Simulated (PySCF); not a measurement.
How methods differ on the excitation energy of C

C [He] 2s2 2p2 (3P) → C [He] 2s1 2p3 (5S), as a difference of total energies. Computed with PySCF 2.14 in def2-QZVPPD, with no relativity, point nucleus. Correlated levels: valence: 1s2 frozen. The calculations carry no spin-orbit coupling.

| method | excitation energy (eV) |
| --- | --- |
| UHF | 2.571 |
| MP2 (valence) | 3.747 |
| SCS-MP2 (valence) | 4.337 |
| CCSD (valence) | 4.077 |
| CCSD(T) (valence) | 4.131 |

Errors of the correlated levels include the incompleteness of this basis and the frozen core.

Q: Which method comes closest to the reference value, and which is furthest?

A: The reference is 4.179 eV (measured; NIST levels, between the centres of gravity of the two terms). Closest: CCSD(T) (valence) (error -0.048 eV); furthest: UHF (error -1.608 eV).
